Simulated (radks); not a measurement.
Q: Radial electron density D(r) = 4 pi r^2 rho(r) of an atom or ion with 37 electrons. All-electron calculation, Dirac Kohn-Sham, BLYP, spin-unpolarised, spherical densities, point nucleus. Program: a radial shooting solver on a logarithmic mesh with Libxc functionals.

```
   r/bohr * D(r) (the largest magnitude, 51.9, reaches the edge; | marks zero)
 0.004164 |       *
 0.005554 |           *
 0.007408 |                 *
  0.00988 |                         *
  0.01307 |                                  *
  0.01744 |                                           *
  0.02326 |                                                *
  0.03102 |                                                 *
  0.04137 |                                            *
  0.05518 |                                       *
  0.07359 |                                         *
  0.09815 |                                                   *
   0.1309 |                                                      *
   0.1746 |                                            *
   0.2329 |                                   *
   0.3106 |                                        *
   0.4143 |                                            *
   0.5525 |                              *
    0.737 |             *
   0.9829 |        *
    1.301 |       *
    1.735 |   *
    2.314 | *
    3.086 |*
    4.116 |*
    5.489 *
    7.321 *
    9.765 *
```

What is the nuclear charge?

A: Z = 38. The innermost maximum, from 1s, lies near gamma/Z bohr with gamma = sqrt(1 - (Z/c)^2) = 0.961, here 0.0253 bohr (found: 0.0271), and its height grows with Z. The density is that of the strontium ion Sr+ in [He] 2s2 2p5 3s2 3p6 3d10 4s2 4p6 5s2; the configuration itself is not fixed sharply by these data, and Z only to a few units. D(r) has 3 maxima, at r = 0.0271, 0.122, 0.385 bohr, and minima at 0.0588, 0.240 bohr, inside which lie 2.13, 9.96 electrons.
